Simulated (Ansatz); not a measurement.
`[BH3-][SeH2+]`, charge 0, multiplicity 1.

(1) Give a relaxed structure at PBE0-D4/def2-TZVP (Ansatz). (Best estimate.)

Results:

(1) Ansatz gave: 
Z-matrix (Å, degrees):
```
B
Se 1 2.124
H 1 1.207 2 99.6
H 1 1.201 2 105.7 3 -121.4
H 1 1.207 2 99.6 3 117.2
H 2 1.472 1 102.0 3 168.3
H 2 1.472 1 102.0 3 74.5
```
Point group Cs.
